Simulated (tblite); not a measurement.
C6H10ClNSi2.
Numbering: `[CH3:1]/[N:2]=[CH:3]\[C:4]#[C:5][C@@H:6]1[SiH2:7][C@@H:8]1[SiH2:9][Cl:10]` (hydrogens: H11, H12, H13 on C1; H14 on C3; H15 on C6; H16, H17 on Si7; H18 on C8; H19, H20 on Si9)

Computed with GFN2-xTB (tblite), gas phase: L-BFGS steps from a force-field or distance-geometry start until the largest atomic force falls under 0.01 eV/Å.

At the end of the run (lengths in Å): C6–Si7 1.911, Si7–C8 1.890, C6–C8 1.549, Si7–H17 1.452, C1–N2 1.430, C5–C6 1.410, Si9–Cl10 2.025, C6–C8–Si7 66.7°, C5–C6–Si7 120.3°, Si7–C6–C8 65.2°, Si7–C8–Si9 124.2°, C1–N2–C3–C4 0°, C5–C6–Si7–C8 -111°, C6–Si7–C8–Si9 110°, H11–C1–N2–C3 -119°, H16–Si7–C8–Si9 8°.

**Question.** These geometries were met on the way; a selection of coordinates is given. Order them by energy above the end point, lowest first.
A. C6–Si7 2.265, Si7–C8 1.763, C6–C8 1.465, Si7–H17 1.489, C1–N2 1.464, C5–C6 1.442, Si9–Cl10 2.054, C6–C8–Si7 88.6°, C5–C6–Si7 102.6°, Si7–C6–C8 51.1°, Si7–C8–Si9 113.3°, C1–N2–C3–C4 -2°, C5–C6–Si7–C8 -123°, C6–Si7–C8–Si9 122°, H11–C1–N2–C3 180°, H16–Si7–C8–Si9 50°
B. C6–Si7 1.901, Si7–C8 1.886, C6–C8 1.544, Si7–H17 1.434, C1–N2 1.437, C5–C6 1.404, Si9–Cl10 2.045, C6–C8–Si7 66.5°, C5–C6–Si7 114.0°, Si7–C6–C8 65.4°, Si7–C8–Si9 119.3°, C1–N2–C3–C4 -1°, C5–C6–Si7–C8 -116°, C6–Si7–C8–Si9 115°, H11–C1–N2–C3 179°, H16–Si7–C8–Si9 25°
C. C6–Si7 1.966, Si7–C8 1.884, C6–C8 1.503, Si7–H17 1.460, C1–N2 1.429, C5–C6 1.397, Si9–Cl10 2.008, C6–C8–Si7 69.9°, C5–C6–Si7 115.6°, Si7–C6–C8 64.2°, Si7–C8–Si9 116.2°, C1–N2–C3–C4 -1°, C5–C6–Si7–C8 -116°, C6–Si7–C8–Si9 119°, H11–C1–N2–C3 179°, H16–Si7–C8–Si9 37°
D. C6–Si7 1.915, Si7–C8 1.902, C6–C8 1.544, Si7–H17 1.459, C1–N2 1.435, C5–C6 1.408, Si9–Cl10 2.024, C6–C8–Si7 66.6°, C5–C6–Si7 112.9°, Si7–C6–C8 65.7°, Si7–C8–Si9 123.0°, C1–N2–C3–C4 0°, C5–C6–Si7–C8 -116°, C6–Si7–C8–Si9 115°, H11–C1–N2–C3 178°, H16–Si7–C8–Si9 16°
E. C6–Si7 2.243, Si7–C8 1.907, C6–C8 1.484, Si7–H17 1.435, C1–N2 1.448, C5–C6 1.390, Si9–Cl10 2.032, C6–C8–Si7 81.8°, C5–C6–Si7 106.2°, Si7–C6–C8 57.3°, Si7–C8–Si9 113.2°, C1–N2–C3–C4 -1°, C5–C6–Si7–C8 -122°, C6–Si7–C8–Si9 122°, H11–C1–N2–C3 180°, H16–Si7–C8–Si9 47°

**Answer.** D (0.156 eV), B (0.252 eV), C (0.408 eV), E (0.788 eV), A (1.327 eV).

```csv
step,E above end (eV),"rms distance from the end, all atoms (Å)",largest force (eV/Å),rms shift of all bonds from the end (Å)
15,0.156,0.844,0.286,0.005
9,0.252,0.851,0.562,0.008
6,0.408,0.853,1.544,0.019
3,0.788,0.860,1.358,0.076
0,1.327,0.864,4.132,0.088
```

Rows stand in the order of the answer.
